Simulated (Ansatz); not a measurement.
C2H8Cl2GeSi, SMILES `Cl[SiH](Cl)C[CH2][GeH3]`. The species carries charge 0 and has multiplicity 1. All single points use the PBE0-D4/def2-TZVP geometry. It is one conformer, not always the lowest.

```xyz
14

Cl    0.560    0.618    3.613
Si    0.236   -0.315    1.818
Cl   -1.267   -1.691    2.035
C    -0.261    0.963    0.562
C    -0.774    0.424   -0.774
Ge    0.536   -0.591   -1.831
H     1.467   -1.060    1.482
H    -1.024    1.586    1.044
H     0.611    1.612    0.419
H    -1.112    1.252   -1.403
H    -1.642   -0.222   -0.619
H    -0.035   -0.876   -3.230
H     0.872   -1.928   -1.146
H     1.833    0.228   -1.968
```

Question: What is the dipole moment at B3LYP/def2-TZVPP? (Best estimate.)

Answer: Ansatz gave: 1.88 D, with components (-0.12, 1.12, -1.50) D in this frame, pointing from negative to positive charge.

Question: And with PBE, r2SCAN, ωB97M-V? (Estimate.)

Answer: The calculation gave: PBE 1.84 D, r2SCAN 1.91 D, ωB97M-V 1.88 D.

Question: Give the Mulliken charges with B3LYP, r2SCAN, PBE in def2-TZVPP. (Estimate.)

Answer: Ansatz gave: 
```csv
atom,B3LYP,r2SCAN,PBE
Cl1,-0.23,-0.23,-0.20
Si2,0.56,0.59,0.48
Cl3,-0.24,-0.25,-0.21
C4,-0.25,-0.22,-0.23
C5,-0.26,-0.19,-0.24
Ge6,0.09,0.09,0.07
H7,-0.06,-0.07,-0.05
H8,0.10,0.08,0.10
H9,0.10,0.08,0.10
H10,0.11,0.07,0.11
H11,0.11,0.08,0.11
H12,-0.01,-0.01,-0.01
H13,0.00,-0.01,0.00
H14,-0.02,-0.02,-0.02
```

B3LYP here is the variant with VWN-RPA as its local correlation; programs differ in this.
